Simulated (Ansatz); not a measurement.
Molecule: C2H7Al (charge 0, singlet). 
Structure (B3LYP-D3(BJ)/def2-TZVP (Ansatz, a program for electronic structure) minimum search):
```
Al
H 1 1.5884
C 1 1.9583 2 119.26
H 3 1.0927 1 112.73 2 156.58
H 3 1.0929 4 108.32 1 125.04
H 3 1.0966 4 106.76 5 114.24
C 1 1.9583 2 119.93 3 -179.85
H 7 1.0919 1 113.15 2 18.26
H 7 1.0938 8 108.26 1 -124.59
H 7 1.0964 8 107.02 9 -114.15
```
Charge 0, spin multiplicity 1.

Atomisation energy built up term by term with Ansatz (kcal/mol; UHF references for open shells; valence terms freeze the core; atomic spin-orbit terms are left out). Basis-set limits of correlation are two-point, X^-3; Hartree-Fock from the larger set.

```
term                                                    basis  kcal/mol
-----------------------  ------------------------------------  --------
Hartree-Fock                                  aug-cc-pV(Q+d)Z       [?]
CCSD correlation         CBS(aug-cc-pV(T+d)Z,aug-cc-pV(Q+d)Z)    180.30
(T)                      CBS(aug-cc-pV(T+d)Z,aug-cc-pV(Q+d)Z)       [?]
core correlation                                    cc-pwCVTZ      1.77
scalar relativity (X2C)            cc-pVTZ-DK against cc-pVTZ     -0.79
sum: De                                                             [?]
```

Problem. Complete the blanks.

Solution. 
- Hartree-Fock, kcal/mol: 634.48
- (T), kcal/mol: 8.45
- sum: De, kcal/mol: 824.2
